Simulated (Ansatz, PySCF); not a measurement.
Cl₄Te, SMILES Cl[Te+](Cl)(Cl)Cl, charge +1, multiplicity 2. Atoms are numbered in the order given.

```xyz
5

Te    -0.1839    -0.0059     0.0000
Cl    -0.9259    -0.0194    -2.3046
Cl    -0.9259    -0.0194     2.3046
Cl     1.2601     1.8138     0.0000
Cl     1.3261    -1.7712     0.0000
```
Charge +1, spin multiplicity 2.

Geometry: B3LYP-D3(BJ)/def2-SVP. The def2 effective core potentials stand for the cores of Te; spin–orbit coupling is left out.

Two levels are set side by side: PBE-D3(BJ)/def2-SVP (Ansatz, a program for electronic structure) and B3LYP-D3(BJ)/def2-SVP (Ansatz). Each level has its own optimised geometry; the coordinates shown are those of the second. Frequencies come from the Hessian of PySCF at each geometry. Differences are taken from unrounded values.

```
quantity                            B3LYP-D3(BJ)
----------------------------------  ------------
mean bond length (Å)                       2.372
bond Te1–Cl2 (Å)                           2.421
bond Te1–Cl3 (Å)                           2.421
bond Te1–Cl4 (Å)                           2.323
bond Te1–Cl5 (Å)                           2.323
highest harmonic wavenumber (cm⁻¹)           386
mean harmonic wavenumber (cm⁻¹)              198
zero-point energy (kcal/mol)                2.55
```

Task: What does PBE-D3(BJ) give, and how far is it from B3LYP-D3(BJ)? (An estimate is asked for; the answer gives what the named calculation found.)

Result: 
```csv
quantity,PBE-D3(BJ),PBE-D3(BJ) minus B3LYP-D3(BJ)
mean bond length (Å),2.379,0.007
bond Te1–Cl2 (Å),2.379,-0.042
bond Te1–Cl3 (Å),2.379,-0.042
bond Te1–Cl4 (Å),2.379,0.056
bond Te1–Cl5 (Å),2.379,0.056
highest harmonic wavenumber (cm⁻¹),340,-47
mean harmonic wavenumber (cm⁻¹),182,-16
zero-point energy (kcal/mol),2.34,-0.20
```
